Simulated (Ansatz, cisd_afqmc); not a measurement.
System: Ge, charge 0, triplet.

Total energies in def2-SVPD, 4 correlated electrons, 14 frozen orbitals. Open shells are spin-unrestricted; no spin-orbit coupling. Cores are frozen in correlated methods (noble-gas shells, and filled d and f shells in the p block). No relativity. AFQMC is phaseless with a CISD trial state; ± is one standard error, without the phaseless bias. Outlying blocks are dropped, and bars are widened where a walk drifts. Over all cases where full CI ran beside it in this data, AFQMC minus full CI had a median of +0.1 mEh and passed +0.4 mEh in a tenth of the cases.

```tsv
method	program	energy (Eh)	minus CCSDTQ (mEh)
HF	Ansatz	-2075.05852	60.04
MP2	Ansatz	-2075.10077	17.79
CCSD	Ansatz	-2075.11716	1.39
CCSD(T)	Ansatz	-2075.11817	0.39
CCSDT(Q)	Ansatz	-2075.11854	0.01
CCSDTQ	Ansatz	-2075.11856	0.00
AFQMC/CISD	cisd_afqmc	-2075.1185 ± 0.0001	0.1 ± 0.1
```

Ansatz is an electronic-structure program.
